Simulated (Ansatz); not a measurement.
Cost and result for the atomization energy of C2H9NOSn (`C[NH][SnH2][O]C`) (14 atoms, 13 bonds).

```tsv
atom	x (Å)	y (Å)	z (Å)
C1	0.5980	1.3705	-1.5301
N2	-0.4516	0.4323	-1.1838
Sn3	-0.0109	-1.3714	-0.4089
O4	0.5297	-0.9785	1.4385
C5	-0.3408	-0.2543	2.2700
H6	1.3404	1.4041	-0.7286
H7	1.1309	1.1389	-2.4632
H8	0.1911	2.3830	-1.6224
H9	-1.2093	0.4367	-1.8505
H10	1.3905	-2.1119	-1.0365
H11	-1.4496	-2.2911	-0.4339
H12	-0.6916	0.6760	1.8046
H13	0.1973	0.0078	3.1863
H14	-1.2242	-0.8421	2.5583
```

Charge 0, multiplicity 1. Correlated methods include outer-core shells of Sn, which these sets cover unevenly. Sn: def2 effective core potential. Geometry: relaxed with PBE0-D4/def2-TZVP. It is one conformer, not always the lowest. Program: Ansatz. All runs use 2 threads of an AMD EPYC 7R13 on a shared host and a share of an NVIDIA H100 80 GB. Times are those of one run each, without the atoms' runs, and a repeat can differ threefold. Electronic energies, without spin–orbit coupling; frozen cores. CCSD(T)/CBS adds CCSD(T) − MP2 in def2-TZVPP to the MP2 limit, and its time is that of the two runs behind it. T1 = 0.013. With those shells the extrapolation isn't a true limit. B3LYP takes the VWN-RPA correlation (the form of Gaussian; ORCA's B3LYP/G).

CCSD(T)/CBS is a level of theory with its own doubt, some kJ/mol a heavy atom from the limit and from the frozen cores, so smaller differences don't rank the functionals.

| level | functions | wall time | atomization (kcal/mol) | difference from CCSD(T)/CBS | per bond |
| --- | --- | --- | --- | --- | --- |
| B3LYP-D4/def2-TZVPP (with forces) | 300 | 2.6 s | 1132.0 | -5.3 | -0.4 |
| B2PLYP/def2-TZVPP | 300 | 2.7 s | 1117.8 | -19.5 | -1.5 |
| PBE0-D4/def2-TZVPP | 300 | 2.9 s | 1127.2 | -10.1 | -0.8 |
| PBE-D4/def2-TZVPP (with forces) | 300 | 3.1 s | 1149.0 | 11.7 | 0.9 |
| r2SCAN-D4/def2-TZVPP (with forces) | 300 | 3.3 s | 1128.3 | -9.0 | -0.7 |
| ωB97X-V/def2-TZVPP | 300 | 3.8 s | 1137.6 | 0.3 | 0.0 |
| MP2/def2-QZVPP | 580 | 6 s | 1129.9 | -7.4 | -0.6 |
| ωB97M-V/def2-TZVPP (with forces) | 300 | 6.5 s | 1133.3 | -4.0 | -0.3 |
| CCSD(T)/def2-TZVPP | 300 | 11 s | 1104.7 | -32.6 | -2.5 |
| CCSD(T)/CBS(def2) | – | 17 s | 1137.3 | 0.0 | 0.0 |

From PBE to PBE0 (25 % exact exchange), in def2-TZVPP and without D4, the atomization energy moves by −20.8 kcal/mol: exact exchange takes away binding that semilocal exchange gives to molecules. The D4 term adds +10.5 kcal/mol with B3LYP and +5.6 kcal/mol with PBE0; it sums over pairs of atoms, weighted by their polarisabilities, and B3LYP, whose exchange is more repulsive, gets the larger term. In def2-TZVPP, CCSD(T) changes the Hartree–Fock value by +312.6 kcal/mol (the triples alone add +16.9 kcal/mol) and MP2 by +318.3 kcal/mol; breaking electron pairs costs correlation energy, which Hartree–Fock lacks.

Spin–orbit coupling would lower the free Sn atoms strongly, and the atomization energy with them, by more than many differences here. For some Ge, Se and Sn compounds the MP2-based and the directly extrapolated limit differ by 10 to 25 kJ/mol.
